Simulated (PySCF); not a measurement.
## Working out the electron affinity of Sn

Sn- [Kr] 4d10 5s2 5p3 (4S) → Sn [Kr] 4d10 5s2 5p2 (3P). Computed with PySCF 2.14 in def2-TZVPPD with the def2 core potential (28 electrons) (7s5p4d2f, 56 functions), with scalar relativity through the core potential. Frozen: 4s2 4p6 4d10. Energies in hartree (1 hartree = 27.21139 eV):

| part | Sn- (lower) | Sn (upper) |
| --- | --- | --- |
| UHF | -213.373181 | -213.339962 |
| CCSD correlation | -0.069314 | -0.056061 |
| (T) | -0.002798 | -0.001559 |

Q: What does Hartree-Fock give?

A: (-213.339962) − (-213.373181) = 0.033219 hartree = 0.904 eV.

Q: What do CCSD and CCSD(T) give?

A: The CCSD correlation energies differ by 0.013253 hartree = 0.361 eV and the triples by 0.001239 hartree = 0.034 eV, so CCSD gives 1.265 eV and CCSD(T) 1.299 eV.

Reference: 1.112 eV (measured; photodetachment measurements, as compiled on the Wikipedia data page of electron affinities), between the lowest levels; spin-orbit coupling is absent from the calculation.

What remains against the reference includes basis incompleteness, the frozen core and higher excitations.
